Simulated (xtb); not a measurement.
C$_{4}$H$_{9}$, charge -1, singlet, at a GFN2-xTB geometry; GFN2-xTB in xtb.

The xtb input:
```
$ xtb mol.xyz --gfn 2 --chrg -1 --grad --json

# file mol.xyz
13

C      0.00360706     0.07275878     0.35852744
H      0.01413019    -0.02455558     1.49184561
C      0.00197210     1.48905250    -0.21294948
H     -0.87836911     2.02265113     0.26479170
H      0.89409793     2.01789160     0.24792523
C      1.24251803    -0.68650164    -0.13018073
H      1.27251834    -0.67330054    -1.21910898
H      2.14853428    -0.20354655     0.23586489
H      1.24765967    -1.73021109     0.20964392
C     -1.24843893    -0.67981278    -0.10647724
H     -1.29908454    -0.66639513    -1.19463808
H     -1.25271749    -1.72349693     0.23343705
H     -2.14471882    -0.19201806     0.27671870
```

Question: What does xtb print? Leave out banner, timings and long lists.

Answer: 
```
   ID    Z sym.   atoms
    1    6 C      1, 3, 6, 10
    2    1 H      2, 4, 5, 7-9, 11-13

           -------------------------------------------------
          |                Calculation Setup                |
           -------------------------------------------------

           -------------------------------------------------
          |                 G F N 2 - x T B                 |
           -------------------------------------------------

          ...................................................
          :                      SETUP                      :
          :.................................................:
          :  # basis functions                  25          :
          :  # atomic orbitals                  25          :
          :  # shells                           17          :
          :  # electrons                        26          :
          :  max. iterations                   250          :
          :  Hamiltonian                  GFN2-xTB          :
          :  restarted?                      false          :
          :  GBSA solvation                  false          :
          :  PC potential                    false          :
          :  electronic temp.          300.0000000     K    :
          :  accuracy                    1.0000000          :
          :  -> integral cutoff          0.2500000E+02      :
          :  -> integral neglect         0.1000000E-07      :
          :  -> SCF convergence          0.1000000E-05 Eh   :
          :  -> wf. convergence          0.1000000E-03 e    :
          :  Broyden damping             0.4000000          :
          :  net charge                         -1          :
          :  unpaired electrons                  0          :
          ...................................................

 iter      E             dE          RMSdq      gap      omega  full diag
   1    -13.2863381 -0.132863E+02  0.364E+00   10.65       0.0  T
   2    -13.3983823 -0.112044E+00  0.208E+00    8.54       1.0  T
   3    -13.3994523 -0.106999E-02  0.123E+00    8.59       1.0  T
   4    -13.3996370 -0.184754E-03  0.207E-01    8.41       1.0  T
   5    -13.3997550 -0.118004E-03  0.908E-02    8.42       1.0  T
   6    -13.3997582 -0.316763E-05  0.272E-02    8.41       1.0  T
   7    -13.3997587 -0.484481E-06  0.538E-03    8.42       5.2  T
   8    -13.3997587 -0.146549E-07  0.155E-03    8.42      17.9  T
   9    -13.3997587 -0.517561E-08  0.435E-04    8.42      63.7  T
  10    -13.3997587 -0.135032E-09  0.548E-05    8.42     506.1  T

   *** convergence criteria satisfied after 10 iterations ***

         :::::::::::::::::::::::::::::::::::::::::::::::::::::
         ::                     SUMMARY                     ::
         :::::::::::::::::::::::::::::::::::::::::::::::::::::
         :: total energy             -13.224566243963 Eh    ::
         :: gradient norm              0.000064459661 Eh/a0 ::
         :: HOMO-LUMO gap              8.421734541386 eV    ::
         ::.................................................::
         :: SCC energy               -13.399752337455 Eh    ::
         :: -> isotropic ES            0.139516792034 Eh    ::
         :: -> anisotropic ES          0.013996297807 Eh    ::
         :: -> anisotropic XC          0.006404099717 Eh    ::
         :: -> dispersion             -0.008251314668 Eh    ::
         :: repulsion energy           0.175186093492 Eh    ::
         :: add. restraining           0.000000000000 Eh    ::
         :: total charge              -1.000000000000 e     ::
         :::::::::::::::::::::::::::::::::::::::::::::::::::::

           -------------------------------------------------
          |                Property Printout                |
           -------------------------------------------------

    * Orbital Energies and Occupations

         #    Occupation            Energy/Eh            Energy/eV
      -------------------------------------------------------------
         1        2.0000           -0.4175911             -11.3632
         2        2.0000           -0.4036519             -10.9839
         3        2.0000           -0.3541995              -9.6383
         4        2.0000           -0.3183117              -8.6617
         5        2.0000           -0.3115496              -8.4777
         6        2.0000           -0.2953918              -8.0380
         7        2.0000           -0.2858498              -7.7784
         8        2.0000           -0.2634497              -7.1688
         9        2.0000           -0.2463402              -6.7033
        10        2.0000           -0.2341137              -6.3706
        11        2.0000           -0.1707301              -4.6458
        12        2.0000           -0.1576766              -4.2906
        13        2.0000           -0.0233763              -0.6361 (HOMO)
        14                          0.2861167               7.7856 (LUMO)
        15                          0.2998231               8.1586
        16                          0.3228401               8.7849
        17                          0.3251722               8.8484
        18                          0.3540073               9.6330
        19                          0.3646786               9.9234
        20                          0.3959931              10.7755
        21                          0.4124875              11.2244
        22                          0.4258510              11.5880
        23                          0.4570831              12.4379
        24                          0.4592661              12.4973
        25                          0.4995176              13.5926
      -------------------------------------------------------------
                  HL-Gap            0.3094930 Eh            8.4217 eV
             Fermi-level            0.1313702 Eh            3.5748 eV

     #   Z          covCN         q      C6AA      α(0)
     1   6 C        3.839     0.020    20.213     6.396
     2   1 H        0.916    -0.099     5.532     3.679
     3   6 C        2.815    -0.331    37.362    10.015
     4   1 H        0.916    -0.183     9.598     4.846
     5   1 H        0.916    -0.183     9.598     4.846
     6   6 C        3.755    -0.071    21.923     6.676
     7   1 H        0.925     0.002     3.018     2.717
     8   1 H        0.925    -0.006     3.162     2.781
     9   1 H        0.924    -0.037     3.794     3.046
    10   6 C        3.755    -0.071    21.923     6.676
    11   1 H        0.925     0.002     3.018     2.717
    12   1 H        0.924    -0.037     3.794     3.046
    13   1 H        0.925    -0.006     3.162     2.781

 Mol. C6AA /au·bohr⁶  :       1551.485631
 Mol. C8AA /au·bohr⁸  :      30572.119151
 Mol. α(0) /au        :         60.220418

Wiberg/Mayer (AO) data.
largest (>0.10) Wiberg bond orders for each atom

 ---------------------------------------------------------------------------
     #   Z sym  total        # sym  WBO       # sym  WBO       # sym  WBO
 ---------------------------------------------------------------------------
     1   6 C    3.914 --     6 C    0.996    10 C    0.996     3 C    0.981
                             2 H    0.936
     2   1 H    0.990 --     1 C    0.936
     3   6 C    2.948 --     1 C    0.981     4 H    0.951     5 H    0.951
     4   1 H    0.967 --     3 C    0.951
     5   1 H    0.967 --     3 C    0.951
     6   6 C    3.988 --     1 C    0.996     8 H    0.989     7 H    0.989
                             9 H    0.985
     7   1 H    1.000 --     6 C    0.989
     8   1 H    1.000 --     6 C    0.989
     9   1 H    0.999 --     6 C    0.985
    10   6 C    3.988 --     1 C    0.996    13 H    0.989    11 H    0.989
                            12 H    0.985
    11   1 H    1.000 --    10 C    0.989
    12   1 H    0.999 --    10 C    0.985
    13   1 H    1.000 --    10 C    0.989
 ---------------------------------------------------------------------------

Topologies differ in total number of bonds
Writing topology from bond orders to xtbtopo.mol

molecular dipole:
                 x           y           z       tot (Debye)
 q only:       -0.008      -1.892      -0.325
   full:       -0.003      -2.199       0.336       5.654
molecular quadrupole (traceless):
                xx          xy          yy          xz          yz          zz
 q only:        2.545      -0.029      -7.315       0.020      -0.316       4.769
  q+dip:        3.022      -0.007      -7.619       0.021       2.289       4.597
   full:        3.486      -0.007      -7.335       0.010       2.350       3.848

           -------------------------------------------------
          | TOTAL ENERGY              -13.224566243963 Eh   |
          | GRADIENT NORM               0.000064459661 Eh/α |
          | HOMO-LUMO GAP               8.421734541386 eV   |
           -------------------------------------------------

normal termination of xtb
```
